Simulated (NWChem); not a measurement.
System: GaH2OBr; SMILES [Br][GaH][OH]

Here is an NWChem input.

```
start job
memory heap 200 mb stack 900 mb global 1100 mb
geometry units angstroms noautoz
  Ga    -0.283854     0.882021     0.000000
  H     -1.697103     1.527563     0.000000
  Br     0.012559    -1.376124     0.000000
  O      1.247087     1.780960     0.000000
  H      1.148216     2.739076     0.000000
end
basis spherical
  Ga library aug-cc-pvdz
  H library aug-cc-pvdz
  Br library aug-cc-pvdz
  O library aug-cc-pvdz
end
dft
  xc pbe0
  iterations 150
  vectors input atomic output neutral.movecs
end
task dft energy
charge 1
dft
  odft
  mult 2
  vectors input atomic output cation.movecs
end
task dft energy
charge -1
dft
  odft
  mult 2
  vectors input atomic output anion.movecs
end
task dft energy
```

Coordinates come from a PBE0/def2-SVP optimisation.

Ions are spin-unrestricted doublets at the neutral geometry; other ion states weren't tried.

Q: What results follow from this input? (PBE0/aug-cc-pVDZ, vertical spin-unrestricted ions.) Quantities: vertical ionisation energy, ΔSCF (eV); −ε(HOMO) (eV).

A: 
```yaml
vertical ionisation energy, ΔSCF (eV): 10.72
"−ε(HOMO) (eV)": 8.40
```
